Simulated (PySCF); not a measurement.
# Energy of Ge⁺ (germanium, charge +1) between two integer charges

The 4p alpha orbital of [Ar] 3d10 4s2 4p1 is emptied in steps (occupation f), with all orbitals relaxed, ending at [Ar] 3d10 4s2. All numbers are calculated (PySCF 2.14, the non-relativistic Hamiltonian (point nucleus), in def2-TZVPPD). The exact energy is a straight line in f; departures are measured from the line between the end points of the same method.

```json
{"f": "1", "UHF (eV)": "0.000", "LDA (eV)": "0.000", "PBE (eV)": "0.000", "PBE0 (eV)": "0.000", "r2SCAN (eV)": "0.000", "LC-wPBE (eV)": "0.000", "BHandHLYP (eV)": "0.000", "wB97X (eV)": "0.000", "HSE06 (eV)": "0.000", "M06-2X (eV)": "0.000"}
{"f": "0.9", "UHF (eV)": "0.029", "LDA (eV)": "-0.374", "PBE (eV)": "-0.364", "PBE0 (eV)": "-0.266", "r2SCAN (eV)": "-0.346", "LC-wPBE (eV)": "-0.034", "BHandHLYP (eV)": "-0.179", "wB97X (eV)": "-0.063", "HSE06 (eV)": "-0.305", "M06-2X (eV)": "-0.173"}
{"f": "0.7", "UHF (eV)": "0.066", "LDA (eV)": "-0.877", "PBE (eV)": "-0.851", "PBE0 (eV)": "-0.620", "r2SCAN (eV)": "-0.803", "LC-wPBE (eV)": "-0.077", "BHandHLYP (eV)": "-0.417", "wB97X (eV)": "-0.149", "HSE06 (eV)": "-0.712", "M06-2X (eV)": "-0.400"}
{"f": "0.5", "UHF (eV)": "0.078", "LDA (eV)": "-1.047", "PBE (eV)": "-1.012", "PBE0 (eV)": "-0.734", "r2SCAN (eV)": "-0.946", "LC-wPBE (eV)": "-0.087", "BHandHLYP (eV)": "-0.496", "wB97X (eV)": "-0.181", "HSE06 (eV)": "-0.846", "M06-2X (eV)": "-0.465"}
{"f": "0.3", "UHF (eV)": "0.065", "LDA (eV)": "-0.881", "PBE (eV)": "-0.847", "PBE0 (eV)": "-0.612", "r2SCAN (eV)": "-0.781", "LC-wPBE (eV)": "-0.068", "BHandHLYP (eV)": "-0.415", "wB97X (eV)": "-0.156", "HSE06 (eV)": "-0.709", "M06-2X (eV)": "-0.370"}
{"f": "0.1", "UHF (eV)": "0.027", "LDA (eV)": "-0.377", "PBE (eV)": "-0.361", "PBE0 (eV)": "-0.260", "r2SCAN (eV)": "-0.325", "LC-wPBE (eV)": "-0.026", "BHandHLYP (eV)": "-0.177", "wB97X (eV)": "-0.069", "HSE06 (eV)": "-0.302", "M06-2X (eV)": "-0.149"}
{"f": "0", "UHF (eV)": "0.000", "LDA (eV)": "0.000", "PBE (eV)": "0.000", "PBE0 (eV)": "0.000", "r2SCAN (eV)": "0.000", "LC-wPBE (eV)": "0.000", "BHandHLYP (eV)": "0.000", "wB97X (eV)": "0.000", "HSE06 (eV)": "0.000", "M06-2X (eV)": "0.000"}
```

```tsv
method	E(f=0) − E(f=1) (eV)	−ε at f=1 (eV)	−ε at f=0.5 (eV)
UHF	15.218	15.541	15.214
LDA	15.876	11.726	15.865
PBE	15.763	11.719	15.773
PBE0	15.786	12.825	15.807
r2SCAN	15.942	12.091	16.004
LC-wPBE	15.937	15.549	15.963
BHandHLYP	15.706	13.720	15.711
wB97X	15.653	14.956	15.633
HSE06	15.797	12.408	15.805
M06-2X	15.620	13.687	15.702
```

Orbital energy along the path (eV):

```csv
f,UHF,LDA,PBE,PBE0,r2SCAN,LC-wPBE,BHandHLYP,wB97X,HSE06,M06-2X
1,-15.541,-11.726,-11.719,-12.825,-12.091,-15.549,-13.720,-14.956,-12.408,-13.687
0.9,-15.473,-12.540,-12.522,-13.422,-12.873,-15.638,-14.118,-15.089,-13.085,-14.085
0.7,-15.341,-14.190,-14.143,-14.617,-14.444,-15.808,-14.915,-15.357,-14.444,-14.889
0.5,-15.214,-15.865,-15.773,-15.807,-16.004,-15.963,-15.711,-15.633,-15.805,-15.702
0.3,-15.091,-17.552,-17.396,-16.979,-17.516,-16.094,-16.503,-15.927,-17.160,-16.459
0.1,-14.973,-19.232,-18.985,-18.111,-18.893,-16.183,-17.287,-16.256,-18.491,-16.948
0,-14.916,-20.057,-19.755,-18.651,-19.455,-16.203,-17.676,-16.431,-19.127,-17.315
```

Reference removal energy between the ground levels: 15.935 eV (measured; NIST Atomic Spectra Database, ionization energies). The calculation has no spin-orbit coupling. UHF lacks correlation.
